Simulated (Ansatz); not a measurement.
```xyz
8

N    -1.087   -0.178   -1.260
Nb   -0.476    0.187    0.318
N     1.415   -0.222    0.149
Cl   -0.781    2.427    0.790
Cl   -1.464   -1.187    1.891
H    -1.559   -0.356   -2.135
H     1.889   -0.562   -0.673
H     2.063   -0.109    0.920
```

The species carries charge 0 and has multiplicity 1. Nb takes the def2 core potential.

(1) List the PBE0/def2-TZVPP orbital energies in eV (Ansatz). (Estimate.)

Results:

(1) Computed: Occupied: -2767.12, -2767.12, -391.83, -391.54, -258.97, -258.97, -197.20, -197.20, -197.15, -197.15, -197.13, -197.13, -66.32, -40.91, -40.56, -40.48, -23.92, -22.41, -22.25, -21.94, -14.48, -12.96, -11.93, -10.70, -10.69, -10.06, -9.85, -9.39, -9.25, -8.68, -8.40, -8.28. Lowest empty: -1.96, -1.49, -0.79, -0.38, -0.29, 0.02, 0.76, 1.01.
